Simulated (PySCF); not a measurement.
A calculated (UHF, PySCF 2.14, pcseg-2, the non-relativistic Hamiltonian (point nucleus)) atom or ion has these occupied shells.

| shell | electrons | orbital energy (eV) | rms radius, mean of both spins (bohr) |
| --- | --- | --- | --- |
| 1s α | 1 | -8316.1 | 0.0635 |
| 1s β | 1 | -8316.1 | 0.0635 |
| 2s α | 1 | -1032.0 | 0.269 |
| 2s β | 1 | -1031.0 | 0.269 |
| 2p α | 3 | -896.84 | 0.240 |
| 2p β | 3 | -895.81 | 0.240 |
| 3s α | 1 | -136.17 | 0.812 |
| 3s β | 1 | -133.51 | 0.812 |
| 3p α | 3 | -93.223 | 0.863 |
| 3p β | 3 | -90.029 | 0.863 |
| 3d α | 5 | -21.655 | 1.20 |
| 3d β | 4 | -20.087 | 1.20 |

Question: Name the element and its charge.

Answer: Ni⁺ (nickel, charge +1), in [Ar] 3d9, 2D determinant.
